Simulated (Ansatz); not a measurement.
Reaction (formal exchange of groups at a C–F bond): `F[CH]1[GaH][Se]1` + SiH₄ → `[SiH3][CH]1[GaH][Se]1` + H–F

Isolated molecules relaxed with PBE0-D4/def2-TZVP in Ansatz; ΔE leaves out vibrations. CBS: MP2 limit from def2 TZ/QZ plus the TZ coupled-cluster correction, frozen cores. This one scheme is used for every species. For Ga, Se outer-core shells are correlated without core-valence functions, which leaves a few kJ/mol of doubt a bond. Scalar relativity is left out up to krypton.

```
                species  CCSD(T)/CBS(def2) energy (Eh)
     `F[CH]1[GaH][Se]1`                    -4463.66319
                   SiH₄                     -291.46306
`[SiH3][CH]1[GaH][Se]1`                    -4654.77600
                    H–F                     -100.39570
```

(1) Work out ΔE.

Largest T1 diagnostic among the species: 0.015.

Answers

(1) ΔE = (-4654.77600) + (-100.39570) − (-4463.66319) − (-291.46306) = -0.04545 Eh = -119.3 kJ/mol.

From r2SCAN to r2SCAN0 (25 % exact exchange), in def2-TZVPP and without D4, ΔE moves by −10.1 kJ/mol. In def2-TZVPP, CCSD(T) changes the Hartree–Fock value by −17.6 kJ/mol (the triples alone add −0.7 kJ/mol) and MP2 by −34.5 kJ/mol.
